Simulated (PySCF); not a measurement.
## How the method changes the constants of AlI

State: ¹Σ⁺ (singlet), closed shell. Set-up: Al x2c-SVPall, I x2c-SVPall; spin-free X2C with a Gaussian nucleus (PySCF 2.14). De refers to Al + I in their high-spin ground configurations, without counterpoise correction. A positive dipole means Al(−)I(+).

| Level | Re (Å) | ωe (cm⁻¹) | De (eV) | μ (D) |
| --- | --- | --- | --- | --- |
| RHF | 2.564 | 316 | 2.92 | -1.94 |
| RHF-MP2 | 2.542 | 329 | 3.84 | n/a |
| RHF-SCS-MP2 | 2.547 | 326 | 3.72 | n/a |
| RHF-CCSD | 2.544 | 328 | 3.66 | n/a |
| RHF-CCSD(T) | 2.543 | 328 | 3.74 | n/a |
| PBE | 2.560 | 314 | 4.05 | -1.33 |
| r²SCAN | 2.548 | 321 | 3.98 | -1.33 |
| B3LYP | 2.563 | 312 | 3.85 | -1.61 |
| PBE0 | 2.543 | 323 | 3.96 | -1.50 |
| MN15 | 2.521 | 327 | 4.04 | -1.46 |
| BHandHLYP | 2.547 | 320 | 3.73 | -1.76 |

**Question.** What are the measured Re and ωe, and which levels come closest?

**Answer.** Re = 2.537102 Å and ωe = 316.1 cm⁻¹ (Huber and Herzberg, Constants of Diatomic Molecules (1979)). Closest are RHF-MP2 for the length (off by 0.005 Å) and RHF for the frequency (off by -0.2 %).

```
      Level  error in Re (pm)  error in ωe (%)
        RHF               2.7             -0.2
    RHF-MP2               0.5              4.1
RHF-SCS-MP2               1.0              3.0
   RHF-CCSD               0.7              3.7
RHF-CCSD(T)               0.6              3.9
        PBE               2.3             -0.7
     r²SCAN               1.1              1.4
      B3LYP               2.6             -1.3
       PBE0               0.6              2.1
       MN15              -1.6              3.3
  BHandHLYP               1.0              1.3
```

Correlated steps freeze 23 core orbitals. Correlated levels converge slowly with the basis: in double zeta they bind strong bonds too weakly, by up to about 1 eV, and carry superposition errors of some tenths. These are scalar-relativistic numbers at best; spin–orbit coupling would shift them, the dissociation energy most. Where the molecule has an RHF reference, its open-shell atoms are computed with UHF.

The whole job (state search and all levels along the bond) took about 2.4 min on 1 thread of Intel Xeon Platinum 8488C (shared host), peak memory 0.59 GiB.
